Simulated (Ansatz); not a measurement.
One change: `N[SiH](F)S` becomes `N[SiH](F)Br`.

Ansatz, PBE0-D4/def2-TZVP geometries, multiplicity 1. Each molecule was computed in one conformer, which needn't be the lowest.

Scalar relativity is left out up to krypton.

| property | `N[SiH](F)S` |
| --- | --- |
| HOMO–LUMO gap (B3LYP/def2-TZVPP) / eV | 7.52 |
| ideal-gas entropy at 298 K and 1 bar (rigid rotor, harmonic PBE0-D4/def2-TZVP) / J/(mol·K) | 324 |
| LUMO energy (PBE/def2-TZVPP) / eV | -0.52 |
| HOMO energy (PBE0/def2-TZVPP) / eV | -7.67 |
| size of the dipole moment (ωB97M-V/def2-TZVPP) / D | 1.55 |
| LUMO energy (ωB97M-V/def2-TZVPP) / eV | 2.07 |

(1) Give the same properties after the change, and the shifts. (Best estimate.)

Answers

(1) Computed: 
| property | `N[SiH](F)Br` | shift |
| --- | --- | --- |
| HOMO–LUMO gap (B3LYP/def2-TZVPP) / eV | 8.23 | 0.71 |
| ideal-gas entropy at 298 K and 1 bar (rigid rotor, harmonic PBE0-D4/def2-TZVP) / J/(mol·K) | 329 | 5 |
| LUMO energy (PBE/def2-TZVPP) / eV | -0.31 | 0.21 |
| HOMO energy (PBE0/def2-TZVPP) / eV | -8.23 | -0.56 |
| size of the dipole moment (ωB97M-V/def2-TZVPP) / D | 2.53 | 0.98 |
| LUMO energy (ωB97M-V/def2-TZVPP) / eV | 2.06 | -0.01 |

With PBE0 the HOMO falls by 0.56 eV and the LUMO rises by 0.18 eV, so the gap widens by about 0.74 eV. PBE moves the HOMO by -0.37 eV and ωB97M-V by -0.68 eV. The zero-point energy changes by -23.4 kJ/mol with -3 modes. Dipoles are sizes alone; their direction can turn.

B3LYP here is the variant with VWN-RPA as its local correlation; programs differ in this.

Spin–orbit coupling is left out; it splits and shifts lone-pair levels of the heavy atoms by tenths of an eV.
